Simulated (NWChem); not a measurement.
System: C₂H₃F₃Si; SMILES C=C[Si](F)(F)F

```xyz
9

C      0.0021     2.4080    -0.0013
C      0.7663     1.3090    -0.0080
Si     0.0231    -0.3627     0.0000
F      0.4150    -1.2207    -1.2969
F      0.4802    -1.2358     1.2649
F     -1.5772    -0.2548     0.0398
H     -1.0913     2.3491     0.0100
H      0.4364     3.4135    -0.0064
H      1.8578     1.4139    -0.0181
```
Atoms are numbered in this order, from 1.

Program: NWChem. Medium grid unless said otherwise, to which SCAN and Minnesota functionals are sensitive. Structure relaxed at the PBE0/def2-SVP level. B3LYP is NWChem's, with the RPA form of VWN correlation.

**Question.** Order these by “highest occupied level (eV)”, lowest first: MN15-L/def2-SVP; PW6B95/def2-SVP; LRC-wPBEh/def2-SVP; N12/def2-SVP; Hartree-Fock/def2-SVP.

**Answer.** Hartree-Fock/def2-SVP (-11.45), LRC-wPBEh/def2-SVP (-10.81), PW6B95/def2-SVP (-8.97), MN15-L/def2-SVP (-8.03), N12/def2-SVP (-7.49)
